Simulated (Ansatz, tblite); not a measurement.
Removing and adding an electron: the cluster CdCl2 (the lowest singlet isomer of a short search). Charge 0, multiplicity 1. Geometry: r2SCAN-D4/def2-TZVP. Ansatz, gas phase; energy differences of separate SCF runs; the oxidised species was run as a doublet alone; the reduced species was run as a doublet alone.

```xyz
3

Cd   -0.0003    0.0051   -0.0015
Cl   -2.2395   -0.0531    0.3192
Cl    2.2399    0.0479   -0.3177
```

In the def2 sets Cd takes a core potential; there is no spin–orbit coupling. The xTB rows come from tblite. Correlated methods freeze 10 core orbitals; core or outer-core shells of Cd are correlated, in sets that lack core-valence functions. In CCSD on the charge 1 doublet the largest single amplitude is 0.18, so its Hartree–Fock determinant may place the open shell otherwise than the density functionals do. HOMO above LUMO, or a gap near zero within one spin, warns that the state may not be the lowest or that an electron is smeared out. The structure comes from a short search, and lower isomers may exist.

Question: Estimate orbital energies and vertical ionisation energies and electron affinities at: GFN1-xTB; GFN2-xTB; HF/def2-TZVPD; HF/def2-TZVPP; PBE-D4/def2-TZVP; PBE-D4/def2-TZVPD; r2SCAN-D4/def2-TZVP; r2SCAN-D4/def2-TZVPD; PBE0-D4/def2-TZVP; PBE0-D4/def2-TZVPD; MP2/def2-TZVPD; MP2/def2-TZVPP; CCSD/def2-TZVPD; CCSD/def2-TZVPP; CCSD(T)/def2-TZVPD; CCSD(T)/def2-TZVPP.

Answer: 
| level | −HOMO (eV) | vertical IE (eV) | −LUMO (eV) | vertical EA (eV) | HOMO–LUMO gap (eV) | IE − EA (eV) | remarks |
| --- | --- | --- | --- | --- | --- | --- | --- |
| GFN1-xTB | 12.45 | 14.80 | 7.67 | 5.34 | 4.78 | 9.46 | – |
| GFN2-xTB | 11.83 | 14.86 | 7.74 | 4.45 | 4.09 | 10.40 | – |
| HF/def2-TZVPD | – | – | – | -0.39 | – | – | – |
| HF/def2-TZVPP | – | 10.43 | – | – | – | – | – |
| PBE-D4/def2-TZVP | 7.53 | 10.59 | 3.07 | – | 4.46 | – | gap within one spin near zero (+1 doublet) |
| PBE-D4/def2-TZVPD | 7.60 | – | 3.15 | 0.64 | 4.46 | – | HOMO above zero (-1 doublet) |
| r2SCAN-D4/def2-TZVP | 7.86 | 10.80 | 2.85 | – | 5.02 | – | – |
| r2SCAN-D4/def2-TZVPD | 7.91 | – | 2.90 | 0.55 | 5.01 | – | HOMO above zero (-1 doublet) |
| PBE0-D4/def2-TZVP | 8.90 | 11.03 | 2.18 | – | 6.72 | – | – |
| PBE0-D4/def2-TZVPD | 8.95 | – | 2.25 | 0.53 | 6.70 | – | HOMO above zero (-1 doublet) |
| MP2/def2-TZVPD | – | – | – | 0.36 | – | – | – |
| MP2/def2-TZVPP | – | 11.62 | – | – | – | – | – |
| CCSD/def2-TZVPD | – | – | – | 0.26 | – | – | – |
| CCSD/def2-TZVPP | – | 11.38 | – | – | – | – | – |
| CCSD(T)/def2-TZVPD | – | – | – | 0.32 | – | – | – |
| CCSD(T)/def2-TZVPP | – | 11.40 | – | – | – | – | – |

   A HOMO above zero means that the electron is unbound at that level or that self-interaction error raises the level; the energy of removing that electron tells which. Raw xTB energy differences between charge states are shifted by several eV; the methods need an empirical correction for them. A negative affinity means that the extra electron isn't bound; its size then hangs on the basis.
